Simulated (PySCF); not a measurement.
One entry of a table of gas-phase calculations, keyed by method. Lists by class give the value and the number of equivalent atoms.

```json
{
 "formula": "C6H7Cl",
 "smiles": "Cl[C@@H]1[C@@H]2C=CC[C@H]12",
 "charge": 0,
 "multiplicity": 1,
 "geometry_level": "GFN2-xTB",
 "electronic_structure_code": "PySCF",
 "results": {
  "GFN2-xTB geometry": {
   "rotational_constants_GHz": [3.681, 2.055, 1.952]
  },
  "CAM-B3LYP/def2-SVPD ground state and vertical TDDFT (core frozen in the response)": {
   "dipole_D": 1.96,
   "homo_eV": -8.22,
   "lumo_eV": 1.24,
   "S1_eV": 6.43,
   "strongest_line_of_8_singlets_eV": 6.43,
   "T1_tda_eV": 4.14,
   "polarisability_au": 75.1,
   "r2_bohr2_about_centre_of_nuclear_charge": 752.5,
   "singlets_eV_and_f": [
    [6.43, 0.106],
    [6.66, 0.027],
    [7.02, 0.009],
    [7.34, 0.01],
    [7.36, 0.011],
    [7.48, 0.004],
    [7.65, 0.027],
    [7.68, 0.004]
   ],
   "triplets_tda_eV": [4.14, 6.29, 6.71]
  },
  "PBE0/pcSseg-1 ground state and GIAO shieldings, non-relativistic": {
   "shift_vs_computed_TMS_C_by_class_ppm": [
    [142.6, 1],
    [135.9, 1],
    [44.8, 1],
    [37.5, 1],
    [34.9, 1],
    [26.0, 1]
   ],
   "shift_vs_computed_TMS_H_by_class_ppm": [
    [5.89, 1],
    [5.79, 1],
    [3.31, 1],
    [2.72, 1],
    [2.6, 1],
    [2.32, 1],
    [1.79, 1]
   ],
   "shielding_other_nuclei_by_class_ppm": [
    ["Cl", 913.0, 1]
   ]
  }
 }
}
```

S1 lies 3.03 eV below the HOMO–LUMO gap; its leading configuration is HOMO→LUMO, weight 0.94. The polarisability is 11.13 Å³ as a volume (1 au = 0.148185 Å³), or 1.25 au for each of the 60 electrons. The principal polarisabilities are 71.2, 74.8 and 79.3 au; their mean is the isotropic value. The vertical singlet–triplet gap S1 − T1 is 2.29 eV (TDDFT singlet less Tamm–Dancoff triplet; S1: HOMO→LUMO, weight 0.94; T1: HOMO→LUMO, weight 0.76). The 8 singlets span 6.43 to 7.68 eV, and their oscillator strengths add up to 0.20.

